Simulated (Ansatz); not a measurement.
`BCOC#N` + H₂ → `COC#N` + BH₃  (hydrogenolysis of a C–B bond)

Gas-phase electronic energies from Ansatz, PBE0-D4/def2-TZVP geometries. CCSD(T)/CBS adds triple-zeta CCSD(T) − MP2 to the extrapolated MP2 energy (def2 sets, frozen cores). This one scheme is used for every species. DFT in def2-TZVPP. HSE06 is defined as in plane-wave codes. Each species was taken in one conformer, which may not be the lowest.

Problem. Is it downhill or uphill in electronic energy at CCSD(T)/CBS, and by how much? (An estimate is asked.)

Solution. The calculation gave: Downhill: ΔE = -10.4 kJ/mol.

Problem. What do these levels give: HSE06-D4, revPBE, LC-ωPBE, HF/def2-SVP, MP2/def2-SVP, CCSD/def2-TZVPP? (An estimate is asked.)

Solution. The calculation gave: HSE06-D4 -6.0, revPBE -7.3, LC-ωPBE -10.9, HF/def2-SVP -35.9, MP2/def2-SVP -14.5, CCSD/def2-TZVPP -17.4 kJ/mol.

Largest T1 diagnostic among the species: 0.014.

Leaving LDA and LC-ωPBE aside and taking each functional with its dispersion term where it has one, the values, not all of them listed here, spread over 17.3 kJ/mol, from BHLYP-D4 to revPBE-D4. LDA lies +12.2 kJ/mol from PBE without D4. At CCSD(T), def2-SVP lies −7.2 kJ/mol from the extrapolated value and def2-TZVPP −3.0 kJ/mol. From r2SCAN to r2SCAN0 (25 % exact exchange), in def2-TZVPP and without D4, ΔE moves by −5.1 kJ/mol.
